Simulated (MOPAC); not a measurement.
Input file for MOPAC: PM7 on CH5Cl (a complex), monomers drawn apart or pushed together.

```
PM7 1SCF PRECISE CHARGE=0 THREADS=1
CH5Cl

Cl    -0.41272735 1    -0.34685482 1    -0.48214466 1
H     -0.29103565 1    -0.24310584 1     0.79109653 1
C      0.05406551 1     0.05584477 1     4.28595034 1
H     -0.87629413 1     0.53158528 1     3.97585376 1
H      0.15521525 1     0.14699449 1     5.36622889 1
H      0.03861692 1    -1.00093423 1     4.01943416 1
H      0.90095830 1     0.54781844 1     3.80773191 1
```

Program output:

```
*******************************************************************************
 **                                                                           **
 **                              MOPAC v23.2.5                                **
 **                                                                           **
 *******************************************************************************
 ** MOPAC's Digital Object Identifier: https://doi.org/10.5281/zenodo.6511958 **
 **                                                                           **
 ** Please cite the open-source release paper for use of this MOPAC version:  **
 ** J. E. Moussa and J. J. P. Stewart (2026)                                  **
 ** MOPAC: An open-source semiempirical molecular orbital program             **
 ** J. Open Source Softw., 11(119), 8025, https://doi.org/10.21105/joss.08025 **
 *******************************************************************************

                              PM7 CALCULATION RESULTS

 *******************************************************************************
 *  PM7        - The PM7 Hamiltonian to be used
 *
 *
 *
 *                 CHARGE ON SYSTEM = 0
 *
 *
 *
 *  PRECISE    - TIGHTER CRITERIA TO BE USED
 *  1SCF       - DO 1 SCF AND THEN STOP
 *  THREADS=1  - MULTI-THREADING NOT USED
 *  T=         - A TIME OF 172800.0 SECONDS REQUESTED
 *  DUMP=N     - RESTART FILE WRITTEN EVERY 7200.0 SECONDS REQUESTED
 *******************************************************************************
PM7 1SCF PRECISE CHARGE=0 THREADS=1
 CH5Cl

   ATOM   CHEMICAL          X               Y               Z
  NUMBER   SYMBOL      (ANGSTROMS)     (ANGSTROMS)     (ANGSTROMS)

     1      Cl         -0.41272735  *  -0.34685482  *  -0.48214466  *
     2       H         -0.29103565  *  -0.24310584  *   0.79109653  *
     3       C          0.05406551  *   0.05584477  *   4.28595034  *
     4       H         -0.87629413  *   0.53158528  *   3.97585376  *
     5       H          0.15521525  *   0.14699449  *   5.36622889  *
     6       H          0.03861692  *  -1.00093423  *   4.01943416  *
     7       H          0.90095830  *   0.54781844  *   3.80773191  *



          CARTESIAN COORDINATES

    NO.       ATOM           X           Y           Z

     1        Cl         -0.4127     -0.3469     -0.4821
     2         H         -0.2910     -0.2431      0.7911
     3         C          0.0541      0.0558      4.2860
     4         H         -0.8763      0.5316      3.9759
     5         H          0.1552      0.1470      5.3662
     6         H          0.0386     -1.0009      4.0194
     7         H          0.9010      0.5478      3.8077

 General Reference for PM7:
 "Optimization of Parameters for Semiempirical Methods VI: More Modifications to the
 NDDO Approximations and Re-optimization of Parameters", J. J. P. Stewart, J. Mol. Mod., 1:32, 19 (2013)
 https://link.springer.com/article/10.1007/s00894-012-1667-x

           Empirical Formula: C H5 Cl  =     7 atoms



      MOLECULAR POINT GROUP   :   C3v


      RHF CALCULATION, NO. OF DOUBLY OCCUPIED LEVELS = 8


 -------------------------------------------------------------------------------
 PM7 1SCF PRECISE CHARGE=0 THREADS=1
 CH5Cl



     1SCF WAS SPECIFIED, SO BFGS WAS NOT USED
     SCF FIELD WAS ACHIEVED


                              PM7 CALCULATION
                                                       MOPAC v23.2.5 Linux




          FINAL HEAT OF FORMATION =        -35.36276 KCAL/MOL =    -147.95778 KJ/MOL


          COSMO AREA              =        109.83 SQUARE ANGSTROMS
          COSMO VOLUME            =         80.11 CUBIC ANGSTROMS

          IONIZATION POTENTIAL    =         11.707120 EV
          HOMO LUMO ENERGIES (EV) =        -11.707  2.034
          NO. OF FILLED LEVELS    =          8
          MOLECULAR WEIGHT        =         52.5035         POINT GROUP:  C3v

          MOLECULAR DIMENSIONS (Angstroms)

            Atom       Atom       Distance
            H     5   Cl     1     5.89660
            H     4    H     6     1.78538
            H     7    H     6     1.54603


          SCF CALCULATIONS        =          1





   ATOM   CHEMICAL          X               Y               Z
  NUMBER   SYMBOL      (ANGSTROMS)     (ANGSTROMS)     (ANGSTROMS)

     1      Cl         -0.41272735  *  -0.34685482  *  -0.48214466  *
     2       H         -0.29103565  *  -0.24310584  *   0.79109653  *
     3       C          0.05406551  *   0.05584477  *   4.28595034  *
     4       H         -0.87629413  *   0.53158528  *   3.97585376  *
     5       H          0.15521525  *   0.14699449  *   5.36622889  *
     6       H          0.03861692  *  -1.00093423  *   4.01943416  *
     7       H          0.90095830  *   0.54781844  *   3.80773191  *

                             CARTESIAN COORDINATES

   1   Cl       -0.412727350    -0.346854820    -0.482144660
   2    H       -0.291035650    -0.243105840     0.791096530
   3    C        0.054065510     0.055844770     4.285950340
   4    H       -0.876294130     0.531585280     3.975853760
   5    H        0.155215250     0.146994490     5.366228890
   6    H        0.038616920    -1.000934230     4.019434160
   7    H        0.900958300     0.547818440     3.807731910


           Empirical Formula: C H5 Cl  =     7 atoms



      MOLECULAR POINT GROUP   :   C3v


                  EIGENVALUES
 -26.33753 -25.18467 -15.30521 -13.99209 -13.99134 -13.90788 -11.70712 -11.70712
   2.03435   5.62462   5.62515   5.63475   7.11459  69.48929  69.73096  69.73097
  70.59439  70.59439


              NET ATOMIC CHARGES AND DIPOLE CONTRIBUTIONS

  ATOM NO.   TYPE          CHARGE      No. of ELECS.   s-Pop       p-Pop       d-Pop
    1         Cl          -0.223687        7.2237     1.98025     5.24234     0.00110
    2          H           0.223531        0.7765     0.77647
    3          C          -0.605337        4.6053     1.04729     3.55805
    4          H           0.149872        0.8501     0.85013
    5          H           0.155769        0.8442     0.84423
    6          H           0.149890        0.8501     0.85011
    7          H           0.149962        0.8500     0.85004
 DIPOLE           X         Y         Z       TOTAL
 POINT-CHG.     0.136     0.116     1.419     1.430
 HYBRID         0.039     0.034     0.411     0.415
 SUM            0.175     0.149     1.831     1.845


          ATOMIC ORBITAL ELECTRON POPULATIONS

     Atom    s        px        py        pz      x^2-y^2     xz        z^2       yz        xy
    1 Cl   1.98025   1.99313   1.99499   1.25421   0.00000   0.00008   0.00094   0.00008   0.00000
    2  H   0.77647
    3  C   1.04729   1.18181   1.18175   1.19448
    4  H   0.85013
    5  H   0.84423
    6  H   0.85011
    7  H   0.85004

 **********************
 *                    *
 * JOB ENDED NORMALLY *
 *                    *
 **********************




 == MOPAC DONE ==
```

The run finished.

Cost: roughly 0.020 core-seconds.
